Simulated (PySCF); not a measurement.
Geometry:
```tsv
atom	x (Å)	y (Å)	z (Å)
F1	0.923	-1.397	0.046
Si2	0.001	0.001	-0.007
F3	1.061	0.736	1.022
F4	-0.921	1.399	-0.051
F5	-1.295	-0.834	0.582
F6	0.238	0.099	-1.636
```

Total charge -1.

Geometry: PBE0-D3(BJ)/def2-SVP; GIAO absolute shieldings from PySCF, gas phase, non-relativistic, averaged over equivalent atoms.

At PBE0/pcSseg-1 (109 basis functions, 10 s wall time on 1 thread of an Arm Neoverse N1, shared host):
```json
{"atoms": "F1/F3/F4/F5/F6", "σ (ppm)": "325.0"}
{"atoms": "Si2", "σ (ppm)": "484.5"}
```

Predict the values at PBE/pcSseg-2 on the same geometry.

Results:


```
         atoms  σ at PBE/pcSseg-2  change
F1/F3/F4/F5/F6              316.0    -9.0
           Si2              459.8   -24.7
```

The largest change is at Si2 (silicon bonded to 5 F). Cost: 223 basis functions, 33 s wall time on 1 thread of an Arm Neoverse N1, shared host.
